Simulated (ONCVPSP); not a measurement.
# Transferability test, ONCV potential for fluorine

```
Element                 : F
Generator               : ONCVPSP 4.0.1
Type                    : optimised norm-conserving Vanderbilt (ONCV)
Functional              : PBE
Relativity              : scalar-relativistic
Frozen core             : none
Valence charge          : 9
Reference configuration : 1s2 2s2 2p4 (charge +1)
Partial waves           : 1s+2s: rc 0.40 bohr, ncon 4, nbas 7, qcut 29.2 1/bohr, 2 projectors; 2p: rc 1.55 bohr, ncon 4, nbas 8, qcut 7.2 1/bohr, 2 projectors, debl 1.5 Ha
Local potential         : polynomial inside 0.35 bohr (lpopt 5, dvloc0 2 Ha)
Core correction         : none
```

Energies are relative to the spin-unpolarised reference configuration 1s2 2s2 2p4; without spin polarisation the order of configurations can differ from experiment.

```csv
valence configuration,charge,ΔE all-electron (eV),error AE − PS (meV)
1s2 2s2 2p5,0,-19.390,+87
1s2 2s2 2p3,+2,38.385,+242
1s2 2s2 2p2,+3,99.022,+1412
1s2 2s2 2p4.5,+0.5,-11.847,+30
```

Note: no bound ghost flagged; GHOST(+) flagged for p at 104.6 eV.
